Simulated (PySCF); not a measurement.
H8Si2Sn, SMILES [SnH2]([SiH3])[SiH3].

Geometry: PBE0-D3(BJ)/def2-SVP. The structure was generated by enumeration; whether it is a known compound was not checked. The def2 effective core potentials stand for the cores of Sn; spin–orbit coupling is left out.

Computed with PBE/def2-TZVP (PySCF).

The molecule is in vacuum.

### Question
Estimate the frontier levels, gap, dipole moment and polarisability. (An estimate is asked for; the answer gives what the named calculation found.)

### Answer

| Item | Value |
|---|---|
| highest occupied level | -6.66 eV |
| lowest empty level | -1.18 eV |
| orbital gap | 5.48 eV |
| dipole moment | 0.11 D |
| quadrupole, principal values (traceless, Buckingham form, about the centre of nuclear charge) | -0.42, -0.17, 0.59 D·Å |
| mean static polarisability | 110.1 bohr³ (16.31 Å³) |
| polarisability, principal values | 89.2, 104.5, 136.6 bohr³ |
